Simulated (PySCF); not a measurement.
A calculated (TPSS, PySCF 2.14, x2c-SVPall, the spin-free X2C one-electron Hamiltonian (Gaussian nucleus)) atom or ion has these occupied shells.

```csv
shell,electrons,orbital energy (eV),"rms radius, mean of both spins (bohr)"
1s,2,-455.00,0.265
2s,2,-68.092,1.22
```

Q: Name the element and its charge.

A: N³⁺ (nitrogen, charge +3), in [He] 2s2, closed-shell 1S.
